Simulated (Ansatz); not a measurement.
Ansatz (a first-principles code) job for C5H5F, SMILES C(=C)[C@H](C#C)F, CAM-B3LYP/def2-SVPD. Geometry: PBE0-D3(BJ)/def2-SVP. The structure was generated by enumeration; whether it is a known compound was not checked. Other conformers were not sampled.

Ansatz 0.2 input:
```yaml
crystal:
  periodic: [false, false, false]
  atoms:
    - {symbol: C, position_ang: [2.23809675, -0.05473173, 1.19948454]}
    - {symbol: C, position_ang: [1.31566655, -0.11311180, 0.41927437]}
    - {symbol: C, position_ang: [0.19722982, -0.21418867, -0.52290558]}
    - {symbol: F, position_ang: [-0.03247995, 1.00010093, -1.12199511]}
    - {symbol: C, position_ang: [-1.04708986, -0.71689850, 0.15591144]}
    - {symbol: C, position_ang: [-2.19491863, -0.04570213, 0.16954855]}
    - {symbol: H, position_ang: [3.05589922, 0.00431017, 1.89427236]}
    - {symbol: H, position_ang: [0.48510749, -0.92516717, -1.32205232]}
    - {symbol: H, position_ang: [-0.94445751, -1.68981468, 0.64778646]}
    - {symbol: H, position_ang: [-3.07725135, -0.44880954, 0.67166997]}
    - {symbol: H, position_ang: [-2.28088611, 0.92636973, -0.32160024]}
basis:
  gaussian:
    orbitals: def2-SVPD
hamiltonian:
  xc: {name: CAM-B3LYP}
```

Output:

```
WARN ansatz: RAYON_NUM_THREADS=1 ignored (pool sized by the plan → 1); use --threads N
Functional definition: CAM-B3LYP
integrals: 0.10 GiB planned
1350 factors; their error is unknown
integrals: 0.13 GiB planned
521 factors; integrals over basis functions are off by at most 2.0e-5 eV
mean field: 0.97 GiB planned
mean field evaluation 1: about -7966.8596 eV, gradient 4.3e1 eV
mean field evaluation 2: about -7968.5378 eV, gradient 3.6e1 eV
mean field evaluation 4: about -7971.1883 eV, gradient 2.5e0 eV
mean field evaluation 8: about -7971.2023 eV, gradient 4.6e-2 eV
mean field evaluation 16: about -7971.1737 eV, gradient 9.9e-5 eV
mean field -7971.17366047 eV, -292.9352289667 hartree, gradient 3.0e-5 eV, S^2 0.000000; 0 other end points of the search recorded, 0 dependent functions left out
reference -7971.17379666 eV, -292.9352339717 hartree; 22, 22 occupied and 141, 141 virtual orbitals, 1350 factors
Total energy: -7971.17379666 eV, -292.9352339717 hartree
```

The run converged.
